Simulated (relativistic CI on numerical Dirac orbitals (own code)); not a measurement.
## What each ingredient does to the levels of Rb

Base calculation: Dirac-Coulomb-Breit CI, orbitals from a KLI potential per configuration, a model potential for QED, valence Slater integrals scaled by 0.85, P86 correlation energy added to each configuration.

Configuration list (outside the closed core [Kr]): 5s, 5p, 4d, 6s, 6p, 5d, 7s, 7p, 6d, 8s, 5f, 5g, 8p, 4f, 7d, 9s, 9p. Levels of other configurations are missing.

Variants: (1) valence Slater integrals scaled by 0.75; (2) non-relativistic limit. Shifts of the energy above 5s 2S_1/2, in cm⁻¹, for the lowest level and the first level of each name with at least 55 % of one term (blank where a level changes its place among those of its configuration and J or its character, or is not in the variant):

```tsv
Level	Base	Δ(1)	Δ(2)	Measured
5s 2S_1/2	0.0	0.0	0.0	0.0
5p 2P°_1/2	11348.3	0.0	-349.5	12579.0
5p 2P°_3/2	11520.0	0.0	-521.2	12816.5
4d 2D_5/2	18567.6	0.0	-575.3	19355.2
4d 2D_3/2	18597.1	0.0	-604.8	19355.6
6s 2S_1/2	19292.3	0.0	-353.1	20132.5
6p 2P°_1/2	22896.1	0.0	-445.8	23715.1
6p 2P°_3/2	22951.6	0.0	-501.3	23792.6
5d 2D_5/2	25276.5	0.0	-547.0	
5d 2D_3/2	25299.6	0.0	-570.1	
7s 2S_1/2	25655.1	0.0	-432.5	
4f 2F°_7/2	27134.4	0.0	-492.8	
4f 2F°_5/2	27134.4	0.0	-492.8	
7p 2P°_1/2	27318.2	0.0	-473.0
```

Correlation outside the listed configurations is missing or only estimated: errors of thousands of cm⁻¹ between configurations and terms are usual at this charge. Rates and lifetimes follow the computed energies and can be off by large factors. The fine structure of a lone outer electron comes out too small, for d and f at times inverted, and misplaced configurations move strength between like terms. 7 of the 7 excited levels that our extract of the measured tables holds in this range could be paired (the sources list more); they are missed by 939 cm⁻¹ on average and 1297 at most, and levels without a partner can miss by more.

Measured levels: NIST Handbook of Basic Atomic Spectroscopic Data (Sansonetti and Martin, J. Phys. Chem. Ref. Data 34, 1559 (2005)).

Ionisation energy from the two ground configurations alone: base 4.214 eV. The NIST ASD value (measured) is 4.17713 eV.
